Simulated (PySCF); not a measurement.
## Assigning NMR signals

Atom-mapped SMILES (the numbers label the heavy atoms): `[N:1]#[C:2][C@@H:3]1[CH2:4][CH2:5][C@H:6]1[SiH2:7][O:8][SiH3:9]`; H(Xn) means a hydrogen on atom n. Ha(C4), Ha(C5) are cis to C2 on the ring; Ha(Si7) is pro-R; Hb(Si7) is pro-S; Hb(C4), Hb(C5) are trans to C2 on the ring.

Gas phase, one computed conformer, fast rotation and ring inversion assumed for equivalent nuclei, non-relativistic Hamiltonian. Coordinates at the PBE0-D3(BJ)/def2-SVP level; shielding tensors at PBE0/pcSseg-1 (GIAO); PySCF 2.14.

Referencing at the same level of theory: TMS for ¹³C, ¹H.

Task: Assign these signals to the numbered atoms. ¹³C{¹H} NMR (computed): δ 126.5, 30.1, 30.0, 20.9, 20.9.

Result: 
| δ (ppm) | atoms | environment | reason |
| --- | --- | --- | --- |
| 126.5 | C2 | nitrile carbon | this is the usual window of a C≡N carbon, which has no attached hydrogen |
| 30.1 | C4 | sp3 CH2 in a ring | saturated and bonded to C and H only |
| 30.0 | C6 | sp3 CH bonded to Si | – |
| 20.9 | C5 | sp3 CH2 in a ring | a saturated carbon with 2 carbon neighbours and no heteroatom attached |
| 20.9 | C3 | sp3 CH α to a nitrile | aliphatic region, no heteroatom directly attached |

C4 and C6; C5 and C3 lie closer than the usual error of such a calculation, so a measured spectrum could show them in the other order.

Task: Assign these signals to the numbered atoms. ¹H NMR (600 MHz, computed): δ 5.15 (s, 3H), 4.96 (m, 1H), 4.84 (m, 1H), 2.97 (m, 1H), 2.46 (m, 1H), 2.23 (m, 1H), 1.94 (m, 1H), 1.83 (m, 1H), 1.79 (m, 1H).

Result: 
```tsv
δ (ppm)	atoms	environment	reason
5.15	H(Si9)	hydrogen on a silicon bonded to O	–
4.96	Hb(Si7)	hydrogen on a silicon bonded to C, O	–
4.84	Ha(Si7)	hydrogen on a silicon bonded to C, O	–
2.97	H(C3)	hydrogen on an sp3 CH α to a nitrile	–
2.46	Ha(C4)	hydrogen on an sp3 CH2 in a ring	–
2.23	Hb(C4)	hydrogen on an sp3 CH2 in a ring	–
1.94	Hb(C5)	hydrogen on an sp3 CH2 in a ring	–
1.83	H(C6)	hydrogen on an sp3 CH bonded to Si	–
1.79	Ha(C5)	hydrogen on an sp3 CH2 in a ring	–
```

Hb(C5) and H(C6); H(C6) and Ha(C5) lie closer than the usual error of such a calculation, so a measured spectrum could show them in the other order.

Shifts are as computed. Against solution values, carbons near 30 ppm lie about +2 ppm off and those near 130 ppm about +5 ppm. Of 1309 compounds with measured shifts, 239 miss one by over three times the rms of a fit or turn the order of signals round; such compounds aren't used in these exercises. No couplings were computed; multiplicities are counted from neighbouring protons, with m where these are inequivalent, close in shift, in a saturated or five-membered ring or joined by F or P, and br s for small geminal =CH2 splittings.
